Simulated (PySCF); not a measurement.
AlFH4O3Si, SMILES [SiH2](F)[O][Al]([OH])[OH].

Geometry: TPSSh-D3(BJ)/def2-SVP. The structure was generated by enumeration; whether it is a known compound was not checked. One conformer was computed; it need not be the lowest.

Two levels are set side by side: TDDFT-PBE/def2-SVPD (PySCF) and TDDFT-B3LYP/def2-SVPD (PySCF). Vertical, same geometry. The lowest singlet is HOMO→LUMO 100 % with PBE and HOMO→LUMO 96 % with the other functional; states are paired by order. Differences are taken from unrounded values.

| quantity | TDDFT-B3LYP | TDDFT-PBE | TDDFT-PBE minus TDDFT-B3LYP |
|---|---|---|---|
| lowest singlet excitation (eV) | 6.61 | 5.73 | -0.88 |
| lowest triplet excitation (TDA) (eV) | 6.36 | 5.62 | -0.75 |
| first bright state (f over 0.05) (eV) | 7.43 | 6.68 | -0.75 |
| its oscillator strength | 0.08 | 0.06 | -0.02 |

A lower first singlet is the usual sign of a functional without exact exchange. Differences between two approximate levels are no errors against the true value.

Rough cost on one machine, each run with all the roots and properties that it gave: TDDFT-B3LYP against TDDFT-PBE about 4 times.
